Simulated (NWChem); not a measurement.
# Electron attachment to AlN

SMILES: [N]=[Al]
```xyz
2

Al     0.0000     0.0000     0.6284
N      0.0000     0.0000    -1.1670
```
Charge 0, spin multiplicity 3.

All runs are NWChem calculations. The geometry was optimised at UPBE0/def2-SVP, a minimum by its harmonic frequencies.

Basis set: def2-TZVPD. The species with one electron more has spin multiplicity 2 and keeps the geometry of the parent. Δ marks differences of total energies (open shells unrestricted). −ε marks an orbital energy of the parent. That orbital need not have the symmetry of the hole or added electron in the Δ rows. The basis adds only a small set of diffuse functions.

B3LYP has NWChem's definition, with VWN1-RPA local correlation. This spin state was chosen for the runs; another may lie lower. The structure started from a generated list of species. The unpaired electrons of the parent sit in orbitals of symmetry a1 and b2 (C2v labels of the run); other states weren't searched. The stability of the SCF solutions was not checked.

### Question
Order these methods by the vertical electron affinity they give, lowest first: −ε(beta LUMO) of LDA (SVWN5), −ε(beta LUMO) of B3LYP, −ε(beta LUMO) of BLYP, ΔB3LYP.

### Answer
ΔB3LYP (1.69 eV), −ε(beta LUMO) of B3LYP (3.84 eV), −ε(beta LUMO) of BLYP (4.67 eV), −ε(beta LUMO) of LDA (SVWN5) (5.18 eV)
